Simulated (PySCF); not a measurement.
C5H10O2Si.
Z-matrix (Å and degrees, PBE0-D3(BJ)/def2-SVP geometry), rows numbered from 1:
```
C 
C   1  1.3360
C   2  1.4929  1  125.76
Si  3  1.8750  2  111.29  1  -106.20
O   4  1.6595  3  105.04  2   -60.43
O   4  1.6696  3  112.94  2  -176.29
C   4  1.8659  3  111.07  2    61.39
C   7  1.3387  4  122.75  3   137.36
H   1  1.0953  2  121.54  3    -2.56
H   1  1.0929  2  121.37  3   177.81
H   2  1.0969  1  118.69  3  -177.05
H   3  1.1034  2  111.01  1    14.99
H   3  1.1038  2  111.17  1   134.70
H   5  0.9616  4  115.94  3   177.86
H   6  0.9610  4  116.70  3   -68.17
H   7  1.0979  4  118.84  3   -43.04
H   8  1.0961  7  122.64  4   179.50
H   8  1.0967  7  121.29  4    -0.15
```

Method: TDDFT B3LYP/def2-SVPD, vertical, gas phase, core orbitals frozen in the response (PySCF).

Frontier orbitals with the atoms that hold most of them (Löwdin shares over 4%, at most four atoms; ? is withheld):

| orbital | ε (eV) | atoms |
| --- | --- | --- |
| HOMO-3 | -9.05 | O6 40%, O5 20%, Si4 8%, C3 7% |
| HOMO-2 | -8.39 | C7 22%, O6 17%, Si4 12%, O5 11% |
| HOMO-1 | -7.90 | ? |
| HOMO | ? | ? |
| LUMO | -0.92 | C8 34%, C7 29%, Si4 8%, H17 5% |
| LUMO+1 | -0.19 | Si4 19%, O6 17%, H15 12%, C8 8% |
| LUMO+2 | 0.08 | C1 25%, C2 25%, C3 8%, Si4 5% |

Q: Which atoms hold the HOMO, and with what shares?

A: C1 (bonded to C and 2 H) 33%; C2 (bonded to 2 C and H) 27%; C3 (bonded to C, Si and 2 H) 13%; Si4 (bonded to 2 C and 2 O) 6%. By element: carbon 73% or more, silicon 6%.

Q: Give the leading atoms of the HOMO-1.

A: C7 (bonded to C, Si and H) 39%; C8 (bonded to C and 2 H) 38%; O5 (bonded to Si and H) 7%. By element: carbon 76% or more, oxygen 7% or more.

Q: What is the HOMO energy, and the HOMO–LUMO gap?

A: ε(HOMO) = -6.84 eV; the gap is 5.91 eV (0.2173 hartree).

Q: The HOMO–LUMO gap is 5.91 eV. Where does the response calculation put the lowest singlet, and from which orbitals?

A: S1 is at 5.14 eV (f = 0.022), 0.77 eV below the gap, made of HOMO→LUMO (97%). Without the coupling terms of the response equations the lowest excitation would equal the gap.

Q: One configuration dominates each of S1, S2, S3 and S6. Which, and how do the shares of the two leading atoms of either orbital change from the occupied to the empty one?

A: 
- S1 (5.14 eV, f 0.022), HOMO→LUMO (97%): C1 33% → at most 5%, C2 27% → at most 5%, C8 at most 6% → 34%, C7 at most 6% → 29%
- S2 (5.98 eV, f 0.023), HOMO→LUMO+1 (93%): C1 33% → at most 9%, C2 27% → at most 9%, Si4 6% → 19%, O6 at most 6% → 17%
- S3 (6.33 eV, f 0.0061), HOMO-2→LUMO (92%): C7 22% → 29%, O6 17% → at most 5%, C8 at most 12% → 34%
- S6 (6.82 eV, f 0.069), HOMO-1→LUMO+1 (78%): C7 39% → at most 9%, C8 38% → 8%, Si4 at most 4% → 19%, O6 at most 4% → 17%

Löwdin shares depend on the basis, the more so with diffuse functions.

On an Arm Neoverse V1 with one thread, no GPU (shared host), this took 68 s of wall time (with the writing of density and orbital grids) and 1.0 GiB of memory at its peak.

One conformer stands for the species.
